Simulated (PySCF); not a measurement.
Iodine: a sound run and one with changed settings

Sound run: I⁺ [Kr] 4d10 5s2 5p4, I²⁺ [Kr] 4d10 5s2 5p3. Computed with PySCF 2.14 in def2-SVP with the def2 core potential (28 electrons) (4s4p2d, 26 functions), with scalar relativity through the core potential. In the sound run the correlated levels freeze 4s2 4p6 4d10 outside the core potential. The sound run starts from symmetry-adapted Hartree-Fock orbitals and uses a fine grid where one is needed.

Changed run: initial guess minao, at most 50 SCF cycles.

| species | method | sound run (hartree) | changed run (hartree) | converged |
| --- | --- | --- | --- | --- |
| I⁺ | UHF | -296.29709 | -296.29709 | yes |
| I⁺ | MN15 | -296.56811 | -296.56811 | yes |
| I⁺ | CCSD(T) | -296.37232 | -296.37232 | yes |
| I²⁺ | TPSS | -296.48413 | -296.48413 | yes |
| I²⁺ | MP2 | -295.69684 | -295.69684 | yes |

Here the plain start reaches the same solutions.
